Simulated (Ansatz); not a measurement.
One geometry of C3H8Te (`CC(C)[TeH]`), several functionals.

```yaml
crystal:
  periodic: [false, false, false]
  atoms:
    - {symbol: C, position_ang: [-0.017773, 0.784036, -1.235738]}
    - {symbol: C, position_ang: [0.062144, -0.336643, -0.217212]}
    - {symbol: C, position_ang: [0.596681, 0.130225, 1.119478]}
    - {symbol: Te, position_ang: [-1.924626, -1.192401, -0.030685]}
    - {symbol: H, position_ang: [-0.376942, 0.434085, -2.205958]}
    - {symbol: H, position_ang: [-0.680377, 1.584139, -0.893740]}
    - {symbol: H, position_ang: [0.975136, 1.220673, -1.384495]}
    - {symbol: H, position_ang: [0.676399, -1.148480, -0.609861]}
    - {symbol: H, position_ang: [-0.039755, 0.908696, 1.546936]}
    - {symbol: H, position_ang: [0.661313, -0.685177, 1.841841]}
    - {symbol: H, position_ang: [1.603128, 0.546736, 0.991854]}
    - {symbol: H, position_ang: [-1.458328, -2.300890, 1.111578]}
basis:
  gaussian: {orbitals: def2-TZVPP}
hamiltonian: {xc: {name: B3LYP}, dispersion: d4}
output: {forces: true, orbitals: {seedname: orbitals}}
```

```sh
$ ansatz run in.yaml --threads 4 --pin off --events-out ev --progress --plain
```

It prints (some lines left out):

```
Functional definition: B3LYP
1435 factors; their error is unknown
mean field evaluation 1: about -10526.1650 eV, gradient 7.2e1 eV
mean field evaluation 2: about -10504.5007 eV, gradient 1.1e2 eV
mean field evaluation 4: about -10538.6073 eV, gradient 9.0e0 eV
mean field evaluation 8: about -10538.7512 eV, gradient 7.7e-2 eV
mean field evaluation 16: about -10538.8210 eV, gradient 2.0e-3 eV
mean field -10538.82098399 eV, -387.2945276920 hartree, gradient 2.5e-5 eV, S^2 0.000000; 0 other end points of the search recorded, 0 dependent functions left out
reference -10538.82127002 eV, -387.2945382034 hartree; 25, 25 occupied and 230, 230 virtual orbitals, 1435 factors
Total energy: -10539.25158995 eV, -387.3103521693 hartree
Atom 0 at    -0.017773     0.784036    -1.235738 Å, force     0.015628     0.164966    -0.159624 eV/Å
Atom 1 at     0.062144    -0.336643    -0.217212 Å, force     0.212254    -0.122305    -0.091221 eV/Å
Atom 2 at     0.596681     0.130225     1.119478 Å, force     0.099666     0.060050     0.196692 eV/Å
Atom 3 at    -1.924626    -1.192401    -0.030685 Å, force    -0.325843    -0.099565    -0.029374 eV/Å
Atom 4 at    -0.376942     0.434085    -2.205958 Å, force     0.022822     0.031714     0.046162 eV/Å
Atom 5 at    -0.680377     1.584139    -0.893740 Å, force     0.037346    -0.033056    -0.029471 eV/Å
Atom 6 at     0.975136     1.220673    -1.384495 Å, force    -0.051542    -0.010098    -0.006496 eV/Å
Atom 7 at     0.676399    -1.148480    -0.609861 Å, force    -0.032793     0.070855     0.034431 eV/Å
Atom 8 at    -0.039755     0.908696     1.546936 Å, force     0.045830    -0.038420    -0.011090 eV/Å
Atom 9 at     0.661313    -0.685177     1.841841 Å, force     0.003873     0.051640    -0.031012 eV/Å
Atom 10 at     1.603128     0.546736     0.991854 Å, force    -0.043978    -0.016059     0.021014 eV/Å
Atom 11 at    -1.458328    -2.300890     1.111578 Å, force     0.016737    -0.059722     0.059988 eV/Å
Dipole moment:     0.288196     0.124912    -0.017713 e Å
```

It took 11 s on 4 threads of a server CPU on a shared host, with 0.74 GiB of host memory at the peak.

The same input with `hamiltonian: {xc: {name: CAM-B3LYP}, dispersion: d4}` and no forces (abridged; 7.5 s):

```
Functional definition: CAM-B3LYP
mean field evaluation 16: about -10534.0364 eV, gradient 1.4e-4 eV
mean field -10534.03643796 eV, -387.1186988687 hartree, gradient 4.6e-5 eV, S^2 0.000000
Total energy: -10534.26423795 eV, -387.1270703639 hartree
```

Changing it to `hamiltonian: {xc: {name: r2SCANh}, dispersion: d4}` and no forces (abridged; 8.6 s):

```
Functional definition: r2SCANh
mean field evaluation 16: about -10536.4861 eV, gradient 4.9e-5 eV
mean field -10536.48606806 eV, -387.2087211146 hartree, gradient 1.6e-5 eV, S^2 0.000000
Total energy: -10536.55414315 eV, -387.2112228277 hartree
```

The same input with `hamiltonian: {xc: hse06, dispersion: d4}` and no forces (abridged; 9.6 s):

```
Functional definition: HSE06
mean field evaluation 16: about -10532.0955 eV, gradient 2.4e-4 eV
mean field -10532.09548682 eV, -387.0473702298 hartree, gradient 5.1e-5 eV, S^2 0.000000
Total energy: -10532.30449250 eV, -387.0550510469 hartree
```

With the line `hamiltonian: {xc: lda}` and no forces (abridged; 2.7 s):

```
Functional definition: SPW92
mean field evaluation 16: about -10494.3899 eV, gradient 5.3e-4 eV
mean field -10494.38989942 eV, -385.6617154508 hartree, gradient 8.0e-5 eV, S^2 0.000000
Total energy: -10494.38994144 eV, -385.6617169948 hartree
```

With the line `hamiltonian: {xc: {name: wB97M-V}}` (abridged; 21 s):

```
Functional definition: wB97M-V
mean field evaluation 16: about -10533.2343 eV, gradient 2.6e-4 eV
mean field -10533.23430677 eV, -387.0892210911 hartree, gradient 3.6e-5 eV, S^2 0.000000
Total energy: -10533.23435768 eV, -387.0892229621 hartree
Atom 0 force     0.032545     0.166815    -0.140571 eV/Å
Atom 1 force    -0.146012    -0.310358    -0.061768 eV/Å
Atom 2 force     0.113994     0.080019     0.174810 eV/Å
Atom 3 force     0.137320    -0.030054     0.087465 eV/Å
Atom 4 force     0.022022     0.023539     0.070712 eV/Å
Atom 5 force     0.039064    -0.056952    -0.014253 eV/Å
Atom 6 force    -0.075861    -0.026491     0.007519 eV/Å
Atom 7 force    -0.029004     0.093461     0.035993 eV/Å
Atom 8 force     0.035589    -0.050203    -0.034868 eV/Å
Atom 9 force    -0.010576     0.053610    -0.051033 eV/Å
Atom 10 force    -0.082547    -0.029085     0.013816 eV/Å
Atom 11 force    -0.036535     0.085699    -0.087822 eV/Å
Dipole moment:     0.285047     0.117094    -0.011621 e Å
```

B3LYP takes the VWN-RPA correlation (the form of Gaussian; ORCA's B3LYP/G).

HSE06 is the plane-wave form, built on full-range PBE exchange.
